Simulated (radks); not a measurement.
Values are calculated unless marked as measured or tabulated.
Ionisation of Sm3+, [Xe] 4f5, to Sm4+, [Xe] 4f4, under several functionals. Dirac Kohn-Sham, spin-unpolarised, spherical densities, finite nucleus; open shells fill j = l - 1/2 first; a radial shooting solver on a logarithmic mesh with Libxc functionals. The NIST Atomic Spectra Database gives 41.6 eV (semi-empirical). Rank these functionals by the error of their Delta-SCF ionisation energy: B86b exchange with PBE correlation; exchange-only B88; XLYP; LDA (Slater exchange, Perdew-Wang correlation); OLYP; BLYP; AM05; PBEsol.

Answer. From best to worst: BLYP 41.917 eV (+0.277); XLYP 41.943 eV (+0.303); B86b exchange with PBE correlation 42.130 eV (+0.490); PBEsol 42.165 eV (+0.525); AM05 42.215 eV (+0.575); LDA (Slater exchange, Perdew-Wang correlation) 42.461 eV (+0.821); OLYP 42.562 eV (+0.922); exchange-only B88 40.704 eV (-0.936). Spin polarisation and multiplet splitting are left out, so open shells lie too high by an amount that depends on their filling.

Beside tabulated values, note that spin-unpolarised runs miss the spin-polarisation part of the exchange energy of open shells.
